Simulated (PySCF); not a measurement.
**Stationary points of CaI₂**

All numbers come from PySCF, PBE0, basis Ca def2-TZVP, I def2-TZVP with ECP28 (scalar-relativistic core potentials, no spin–orbit coupling, density fitting).

Relaxations began from a few typed shapes. The search is not exhaustive: other isomers or separated fragments can lie lower, and high-lying points may rest on an excited occupation.

```tsv
spin	group	bonds	angles	imaginary modes (cm⁻¹)	ΔE (kJ/mol)	ΔE with ZPE (kJ/mol)
singlet	D∞h	Ca–I 2.825 Å (×2)	I–Ca–I 180.0°	none	0.0	0.0
singlet	C2v	Ca–I 2.825 Å (×2)	I–Ca–I 179.9°	none	0.0	0.0
```

The lowest minimum found is the singlet D∞h: Ca–I 2.825 Å (×2); I–Ca–I 180.0°.

Counting electrons, calcium keeps none of its valence electrons outside its bonds, so the VSEPR class is AX2 and the expected shape is linear (D∞h), as computed.
